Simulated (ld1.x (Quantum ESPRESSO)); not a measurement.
**Wu–Cohen ultrasoft dataset for F (Z = 9), scalar-relativistic all-electron reference.**

```json
{
  "Element": "F",
  "Generator": "ld1.x (Quantum ESPRESSO) 7.5",
  "Type": "ultrasoft",
  "Functional": "Wu–Cohen",
  "Relativity": "scalar-relativistic",
  "Frozen core": "[He]",
  "Valence charge": "7",
  "Reference configuration": "2s2 2p4.5 (charge +0.5)",
  "Partial waves": "2s (bound): rcut 0.80, rcutus 0.90 bohr; 2s channel at -1.65 Ry: rcut 0.80, rcutus 0.90 bohr; 2p (bound): rcut 1.10, rcutus 1.45 bohr; 2p channel at -0.55 Ry: rcut 1.10, rcutus 1.45 bohr",
  "Local potential": "all-electron potential smoothed inside 1.10 bohr (lloc = -2)",
  "Core correction": "none",
  "Augmentation charge": "PSQ, radius 0.85 bohr"
}
```

- Cutoffs needed: 35 Ry and 70 Ry (the cutoffs (Ry, on a coarse ladder) from which the occupation-weighted sum of valence levels, in a spherical-Bessel basis at the reference potential, stays within 10 and 1 mRy of its value at 400 Ry)
- Ghost test: no extra level below or beside the all-electron valence levels (s, p, d, f tested) (spherical-Bessel basis up to 400 Ry, 20 bohr box)
- Largest excitation error: +107 meV (all-electron minus pseudo) for 2s2 2p1, out of 7 test configurations
- Lowest eigenvalue of the overlap operator: 0.51 (s channel)
- Density cutoff estimated by the generator: 349 Ry
